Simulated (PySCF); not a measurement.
Palladium: a sound run and one with changed settings

Sound run: Pd²⁺ [Kr] 4d8, Pd³⁺ [Kr] 4d7. Calculation: PySCF 2.14, in def2-TZVP with the def2 core potential (28 electrons) (6s4p3d1f, 40 functions); a scalar-relativistic core potential. The sound run starts from symmetry-adapted Hartree-Fock orbitals and uses a fine grid where one is needed.

Changed run: 14 angular points. This setting is unsound on purpose.

```
species  method  sound run (hartree)  changed run (hartree)  converged
   Pd²⁺     UHF           -126.15866             -126.15866        yes
   Pd²⁺  M06-2X           -126.75452             -126.71911        yes
   Pd²⁺   B3LYP           -126.87923             -126.92736        yes
   Pd³⁺     UHF           -125.01243             -125.01243        yes
   Pd³⁺  M06-2X           -125.53712             -125.54868        yes
   Pd³⁺   B3LYP           -125.66113             -125.65056        yes
```

Ionisation energy of Pd²⁺:

| method | sound run (eV) | changed run (eV) |
| --- | --- | --- |
| UHF | 31.191 | 31.191 |
| M06-2X | 33.127 | 31.849 |
| B3LYP | 33.146 | 34.744 |

A coarse angular grid integrates products of high-l functions wrongly, so density functionals can shift, and the SCF can exploit the error; Hartree-Fock and MP2 need no grid.

For comparison, NIST gives 32.93 eV between the lowest levels.
